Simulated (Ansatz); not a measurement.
The cluster Pt2H⁻, relaxed as a triplet with UKS PBE-D4/def2-TZVPD in Ansatz, starting from the PBE-D4/def2-TZVPD geometry of the charge -1 singlet. Force threshold 0.02 eV/Å.

In the def2 sets Pt takes a core potential; there is no spin–orbit coupling. The highest occupied level of the charge -1 triplet lies above zero (up to 0.05 eV). The electron is either unbound and held by the finite basis, or the level is raised by self-interaction error. The structure comes from a short search, and lower isomers may exist.

Start:

Cartesian coordinates in Å:
```
Pt -0.466 0.145 0.608
Pt 0.760 1.248 -1.165
H -0.293 -1.392 0.557
```

```
step  energy (eV)  largest force component (eV/Å)  SCF passes
   1   -6515.1592                           0.348          46
   2   -6515.2265                           0.317          62
   3   -6515.2410                           0.106          54
   4   -6515.2415                           0.018          53
```

Force components are those of the run's own axes.

End:

| atom | x (Å) | y (Å) | z (Å) |
| --- | --- | --- | --- |
| Pt1 | -0.359 | 0.073 | 0.473 |
| Pt2 | 0.771 | 1.421 | -1.201 |
| H3 | -0.412 | -1.494 | 0.728 |

By distances, no bond broke or formed. The bond that changes most is Pt1–H3, from 1.55 to 1.59 Å (atoms count from 1).

No frequencies were taken in this run, so the end may be a saddle point.

Hardware: 4 threads of Arm Neoverse V2 on a shared host. Wall time 9 s.
